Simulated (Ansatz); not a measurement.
Cost and result for the atomization energy of AlBrH₂OSi, SMILES `[Br][Al]1[O][SiH2]1` (6 atoms, 6 bonds).

```xyz
6

Br   -3.447   -0.484   -0.067
Al   -1.251   -0.121    0.141
O     0.016   -0.338   -1.023
Si    0.992    0.210    0.232
H     1.996   -0.765    0.735
H     1.693    1.498   -0.018
```

The species carries charge 0 and has multiplicity 1. Correlated methods include outer-core shells of Br, which these sets cover unevenly. Scalar relativity is left out up to krypton. The geometry is a stationary point of PBE0-D4/def2-TZVP. Program: Ansatz. All runs use 2 threads of an Arm Neoverse V2 on a shared host. Times are those of one run each, without the atoms' runs, and a repeat can differ threefold. Electronic energies, without spin–orbit coupling; frozen cores. CCSD(T)/CBS adds CCSD(T) − MP2 in def2-TZVPP to the MP2 limit, and its time is that of the two runs behind it. T1 = 0.012. With those shells the extrapolation isn't a true limit. HSE06 is the plane-wave form, built on full-range PBE exchange.

CCSD(T)/CBS is a level of theory with its own doubt, some kJ/mol a heavy atom from the limit and from the frozen cores, so smaller differences don't rank the functionals.

| level | functions | wall time | atomization (kJ/mol) | difference from CCSD(T)/CBS | per bond |
| --- | --- | --- | --- | --- | --- |
| LDA (SPW92)/def2-TZVPP | 191 | 1.4 s | 2171.7 | 252.5 | 42.1 |
| revPBE-D4/def2-TZVPP | 191 | 2.4 s | 1861.0 | -58.2 | -9.7 |
| PBE-D4/def2-TZVPP (with forces) | 191 | 2.9 s | 1916.6 | -2.6 | -0.4 |
| CCSD(T)/def2-SVP | 92 | 3.6 s | 1734.0 | -185.2 | -30.9 |
| PBE0-D4/def2-TZVPP | 191 | 3.7 s | 1877.6 | -41.6 | -6.9 |
| HSE06-D4/def2-TZVPP | 191 | 4.3 s | 1879.3 | -39.9 | -6.6 |
| CAM-B3LYP-D4/def2-TZVPP | 191 | 4.4 s | 1885.8 | -33.4 | -5.6 |
| B2PLYP/def2-TZVPP | 191 | 6.5 s | 1870.2 | -49.0 | -8.2 |
| B97M-V/def2-TZVPP | 191 | 11 s | 1920.3 | 1.1 | 0.2 |
| ωB97M-V/def2-TZVPP (with forces) | 191 | 15 s | 1900.0 | -19.2 | -3.2 |
| MP2/def2-QZVPP | 346 | 18 s | 1952.3 | 33.1 | 5.5 |
| CCSD(T)/def2-TZVPP | 191 | 81 s | 1847.6 | -71.6 | -11.9 |
| CCSD(T)/CBS(def2) | – | 99 s | 1919.2 | 0.0 | 0.0 |

From PBE to PBE0 (25 % exact exchange), in def2-TZVPP and without D4, the atomization energy moves by −37.1 kJ/mol: exact exchange takes away binding that semilocal exchange gives to molecules. At CCSD(T), def2-SVP lies −185.2 kJ/mol from the extrapolated value and def2-TZVPP −71.6 kJ/mol: correlation converges slowly with the basis, and small sets miss more of it in the bonded molecule than in its fragments. Leaving LDA and LC-ωPBE aside and taking each functional with its dispersion term where it has one, the values, not all of them listed here, spread over 107.0 kJ/mol, from BHLYP-D4 to r2SCAN-D4. LDA lies +269.0 kJ/mol from PBE without D4, its usual overbinding.
